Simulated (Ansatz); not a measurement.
Basis-set extrapolation for CH10BNSi2 (`NB([SiH3])C[SiH3]`) (PBE0-D4/def2-TZVP geometry, frozen core, Ansatz 0.2.0). Multiplicity 1, RHF reference.

```csv
,def2-TZVPP,def2-QZVPP
HF,-700.802015,-700.825772
MP2 correlation,-0.749812,-0.800533
CCSD(T) correlation,-0.851327,not run
```

Energies in hartree. Use E(X) = E(∞) + A·exp(−7.88·√X) for Hartree–Fock and E(X) = E(∞) + B·X^(−2.97) for correlation, with X = 3 and 4, and add CCSD(T) minus MP2 of the smaller set to the MP2 limit.

Question: What is the CCSD(T) energy at the basis-set limit?

Answer: HF limit: -700.825772 + (-0.023757) × 0.13774 = -700.82904. MP2 limit: -0.800533 + (-0.050721) × 0.74074 = -0.83810. Higher-order term: -0.851327 − (-0.749812) = -0.10151. Total: -701.76865 hartree, 72.4 kcal/mol below CCSD(T)/def2-TZVPP.
